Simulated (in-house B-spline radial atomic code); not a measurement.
## Yb67+: [He] 2s1 (with a hole in an inner shell)

All numbers are computed (Dirac-Hartree-Fock, average of configuration; Fermi nucleus of rms radius 5.3108 fm) with an all-electron radial atomic-structure program (B-spline basis), not measured.

Screening seen three ways: the hydrogenic charge with the same mean radius, Z_r = [3n² - l(l+1)]/(2<r>), the one with the same energy, Z_e = n√(-2ε), and Slater's rules. Values are occupation-weighted means over j. An effective charge above Z reflects the relativistic contraction of the inner shells.

```tsv
shell	electrons	ε (eV)	<r> (bohr)	Z_r	Z_e	Slater
1s	2	-69934	0.01956	76.69	71.69	69.70
2s	1	-17395	0.0787	76.23	71.51	68.30
```

The least bound orbital is 2s1/2 at -17390 eV, and it is also the most diffuse (<r> = 0.0787 bohr).

For the 1s electron the small component carries 6.94 % of the norm, the zero-frequency Breit interaction raises the level by 140.2 eV, self-energy by 125 eV, and vacuum polarisation lowers it by 22.29 eV.
